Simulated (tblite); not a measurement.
Computed with GFN2-xTB (tblite): harmonic, unscaled wavenumbers at the GFN2-xTB geometry, gas phase. Against measured fundamentals such values can be off by several per cent, at times by over 20. Modes of hydrogen on silicon can be 10 to 20 % off. One conformer each. Thermal functions are those of the rigid rotor and harmonic oscillator, without mixing of conformers.

Question: Order these by their heat capacity Cp at 200 K, highest first (J/(mol K)).
A. `CS(=O)(=O)[CH-]OC(F)(F)F`
B. `[CH2-]S(=O)(=O)COC(F)(F)F`
C. `[SiH3]CCC1=C[SiH2]C1`
D. `Clc1ccc2ccccc2p1`
E. `CN[C@H](C)C(F)=C(F)F`

Answer: A (130.1), B (127.6), E (123.7), C (118.7), D (110.1).

| SMILES | atoms | mass (u) | symmetry number | modes under 300 cm⁻¹ | ZPE (kJ/mol) | S translation (J/(mol K)) | S rotation | S vibration | S | Cp |
| --- | --- | --- | --- | --- | --- | --- | --- | --- | --- | --- |
| CS(=O)(=O)[CH-]OC(F)(F)F | 14 | 176.98 | 1 | 8 | 200.1 | 165.1 | 120.9 | 103.6 | 389.6 | 130.1 |
| [CH2-]S(=O)(=O)COC(F)(F)F | 14 | 176.98 | 1 | 7 | 200.7 | 165.1 | 119.9 | 88.3 | 373.3 | 127.6 |
| CN[C@H](C)C(F)=C(F)F | 17 | 139.06 | 1 | 9 | 333.5 | 162.1 | 117.7 | 87.7 | 367.5 | 123.7 |
| [SiH3]CCC1=C[SiH2]C1 | 19 | 128.05 | 1 | 6 | 376.6 | 161.1 | 117.3 | 81.4 | 359.8 | 118.7 |
| Clc1ccc2ccccc2p1 | 17 | 179.99 | 1 | 5 | 309.2 | 165.3 | 123.7 | 53.8 | 342.8 | 110.1 |

Entropies and Cp are for 200 K and 1 bar.
